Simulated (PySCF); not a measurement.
All values below come from B3LYP-D3(BJ)/def2-TZVP (PySCF). All species are isolated molecules in the gas phase. One relaxed conformer stands for a flexible species; it need not be the lowest. B3LYP has the VWN-RPA correlation part, as in Gaussian. Delta-SCF ions had no search for a lower state. 

Reference species (SMILES): `[NH2][In]([NH2])[NH2]` (neutral, multiplicity 1).

| Item | Result |
|---|---|
| vertical ionisation energy (Delta-SCF) | 8.69 eV |
| HOMO–LUMO gap | 5.45 eV |
| S1 oscillator strength | 0.031 |

After one change: the vertical ionisation energy (Delta-SCF) increases by 1.40 eV; the HOMO–LUMO gap drops by 0.14 eV; the S1 oscillator strength hardly moves.

Problem. Which change was made? The new species is one of these.
(A) `[Cl][In]([Cl])[Cl]`
(B) `[NH2][In]([NH2])[Cl]`
(C) `[NH2][In]([Cl])[Cl]`

Solution. C, `[NH2][In]([Cl])[Cl]`
